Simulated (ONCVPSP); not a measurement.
Varying the ONCV potential for platinum (Pt)

Base potential:

platinum, optimised norm-conserving Vanderbilt (ONCV), made with ONCVPSP 4.0.1 (LDA (Perdew-Zunger), fully relativistic). Core [Kr] 4d10 4f14, reference 5s2 5p6 5d10. Waves: 5s: rc 1.50 bohr, ncon 4, nbas 7, qcut 9.8 1/bohr, 2 projectors, debl 2.9 Ha; 5p: rc 1.30 bohr, ncon 4, nbas 8, qcut 7.3 1/bohr, 2 projectors, debl 3.6 Ha; 5d: rc 1.60 bohr, ncon 4, nbas 9, qcut 5.1 1/bohr, 2 projectors, debl 2.1 Ha. Local part: polynomial inside 1.25 bohr (lpopt 5, dvloc0 6 Ha). Core correction: Teter function, fcfact 4.5, rcfact 1.3.

Open shells are filled in proportion to 2j + 1.

In the s channel the program set the typed energies aside and used -3.660, 0.250 Ha.

All-electron outer shells of the reference configuration (LDA (Perdew-Zunger), scalar-relativistic, ld1.x):

```
shell  level (eV)  outermost node (bohr)  outermost maximum (bohr)
   4f      -68.07                      –                      0.38
   5p      -54.03                   0.53                      0.98
   5d       -4.72                   0.57                      1.28
```

Cutoffs, loose and tight: the cutoffs (Ha) at which the residual kinetic energy of the hardest occupied pseudo-wave falls to 1 and 0.1 mHa per electron. They do not see the model core or the augmentation charge, which bear on the density cutoff. Test errors are all-electron minus pseudo excitation energies from the reference, over the configurations 5s2 5p6 5d9 6s1; 5s2 5p6 5d9; 5s2 5p6 5d8; 5s2 5p6 5d8 6s1 6p1. A dash means not determined; rows that change the core or the reference have their own tests.

1 further variants are left out, since the program set their typed debl aside.

A true bound ghost makes a file unfit for plane-wave use even where its test errors are small: the radial tests pick states by their node count and pass the ghost by.

```tsv
change	outcome	cutoff, loose	cutoff, tight	bound ghosts	GHOST(+) flags above zero	largest test error (meV)
base	generated, projector energies reset by the program	69 Ha	117 Ha	none	s, d5/2	+1.9
d: debl 0.75	generated, projector energies reset by the program	69 Ha	117 Ha	d5/2	s, d3/2	+6.4
d: debl 1.05	generated, projector energies reset by the program	69 Ha	117 Ha	d5/2	s, d3/2	+4.5
d: debl 2	generated, projector energies reset by the program	69 Ha	117 Ha	none	s, d5/2	+2.0
d: debl 2.65	generated, projector energies reset by the program	69 Ha	117 Ha	none	s, d5/2	+1.4
d: debl 4.75	generated, projector energies reset by the program	69 Ha	117 Ha	d3/2	s	+95
```

(1) What comes out with this change to the base: d: debl 0.45?

(2) What comes out with this change to the base: d: debl 0.3?

## Answers

(1) outcome: generated, projector energies reset by the program; cutoff, loose: 69 Ha; cutoff, tight: 117 Ha; bound ghosts: d5/2; GHOST(+) flags above zero: s, d3/2; largest test error (meV): +10.

(2) outcome: generated, projector energies reset by the program; cutoff, loose: 69 Ha; cutoff, tight: 117 Ha; bound ghosts: none; GHOST(+) flags above zero: s; largest test error (meV): +13.

Reading the sweep of the debl of the d channel (base included, trends over the rows without a ghost): The loose cutoff stays near 69 Ha. The median size of the test errors (rows with all tests solved) is not monotonic: lowest 0.5 meV at 2 Ha, highest 6.0 meV at 0.3 Ha. Bound ghosts are found at 0.45, 0.75, 1.05, 4.75 Ha.
